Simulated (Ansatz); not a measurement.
CaF2 (SMILES [F][Ca][F]) moved off its minimum; all values from Ansatz (a first-principles code), cores frozen in correlated methods.
(charge 0, multiplicity 1)
```xyz
3

Ca     0.2746     0.0558     0.0640
F     -0.5977     1.3280    -1.1665
F      0.1721    -1.4350     1.3469
```

Forces at r2SCAN/def2-TZVPP (eV/Å):

```csv
atom,Fx,Fy,Fz
Ca1,0.378,0.128,-0.058
F2,-0.286,0.311,-0.311
F3,-0.092,-0.439,0.369
```

Give the forces (eV/Å), the total energy and the dipole at CCSD(T)/def2-TZVPPD.


| atom | Fx | Fy | Fz |
|---|---|---|---|
| Ca1 | 0.689 | 0.206 | -0.082 |
| F2 | -0.619 | 0.915 | -0.884 |
| F3 | -0.070 | -1.121 | 0.966 |
Energy -876.4384 hartree, dipole 3.65 D.
